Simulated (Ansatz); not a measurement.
Relaxation of BGaH₂O (5 atoms, charge 0, multiplicity 1), to a largest force component of 0.02 eV/Å in at most 50 steps.

Computed with Ansatz, RHF/def2-SVP.

```xyz
5
Properties=species:S:1:pos:R:3
B -0.841 -0.059 0.216
O 0.157 -0.503 1.093
Ga 1.329 0.052 -0.576
H -0.197 -0.951 1.901
H 1.017 0.641 -0.128
```

Problem. Where does it end, and by what steps?

Solution. The run converged. The force dipped under the threshold on the way, but the program's further checks kept it going. After 15 steps the energy has fallen by 19.779 eV; B1 moved furthest, 1.24 Å. The start is strongly strained (largest force component 61 eV/Å), so its close contacts needn't be bonds. Parted: B1–Ga3, O2–Ga3.

```
step  energy less start (eV)  largest force component (eV/Å)  accepted
   0                  0.0000                          61.259       yes
   1                -15.5236                          13.803       yes
   2                -18.3941                           4.890       yes
   3                -19.3560                           1.083       yes
   4                -19.5259                           2.086       yes
   5                -19.6648                           0.942       yes
   6                -19.7295                           0.689       yes
   7                -19.7591                           0.178       yes
   8                -19.7577                           0.822        no
   9                -19.7676                           0.125       yes
  10                -19.7716                           0.366       yes
  11                -19.7776                           0.052       yes
  12                -19.7783                           0.019       yes
  13                -19.7786                           0.065       yes
  14                -19.7788                           0.022       yes
  15                -19.7788                           0.007       yes
```

```xyz
5
Properties=species:S:1:pos:R:3
B -1.527 -0.007 1.243
O -0.379 -0.601 1.192
Ga 2.234 -0.052 -0.525
H -0.188 -1.357 1.736
H 1.325 1.198 -1.138
```

Whether the end is a true minimum wasn't checked by a vibrational analysis.

The run took 8.1 s on 1 thread of AMD EPYC 9R45 96-Core Processor (Zen 5) (shared host), peak memory 0.14 GiB.
